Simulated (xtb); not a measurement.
Input file for xtb: GFN2-xTB on GaGe, 2S+1 = 4, a spin state set in the input, which need not be the lowest, a point of a bond scan (R = 2.417 Å).

```
$ xtb mol.xyz --gfn 2 --sp --chrg 0 --uhf 3
2

Ga     0.00000000     0.00000000     0.00000000
Ge     0.00000000     0.00000000     2.41732100
```

The head of its log:

```
[...]
           -------------------------------------------------
          |                Calculation Setup                |
           -------------------------------------------------



           -------------------------------------------------
          |                 G F N 2 - x T B                 |
           -------------------------------------------------

        Reference                      10.1021/acs.jctc.8b01176
      * Hamiltonian:
        H0-scaling (s, p, d)           1.850000    2.230000    2.230000
        zeta-weighting                 0.500000
      * Dispersion:
        s8                             2.700000
        a1                             0.520000
        a2                             5.000000
        s9                             5.000000
      * Repulsion:
        kExp                           1.500000    1.000000
        rExp                           1.000000
      * Coulomb:
        alpha                          2.000000
        third order                    shell-resolved
        anisotropic                    true
        a3                             3.000000
        a5                             4.000000
        cn-shift                       1.200000
        cn-exp                         4.000000
        max-rad                        5.000000


          ...................................................
          :                      SETUP                      :
          :.................................................:
          :  # basis functions                  20          :
          :  # atomic orbitals                  18          :
          :  # shells                            6          :
          :  # electrons                         7          :
          :  max. iterations                   250          :
          :  Hamiltonian                  GFN2-xTB          :
          :  restarted?                      false          :
          :  GBSA solvation                  false          :
          :  PC potential                    false          :
          :  electronic temp.          300.0000000     K    :
          :  accuracy                    1.0000000          :
          :  -> integral cutoff          0.2500000E+02      :
          :  -> integral neglect         0.1000000E-07      :
          :  -> SCF convergence          0.1000000E-05 Eh   :
          :  -> wf. convergence          0.1000000E-03 e    :
          :  Broyden damping             0.4000000          :
          :  net charge                          0          :
          :  unpaired electrons                  3          :
          ...................................................

 iter      E             dE          RMSdq      gap      omega  full diag
   1     -2.9382119 -0.293821E+01  0.251E+01    3.26       0.0  T
   2     -2.9487110 -0.104992E-01  0.370E+01    2.03       1.0  T
```

Q: What total energy does the run end on?

A: -3.0057 hartree.
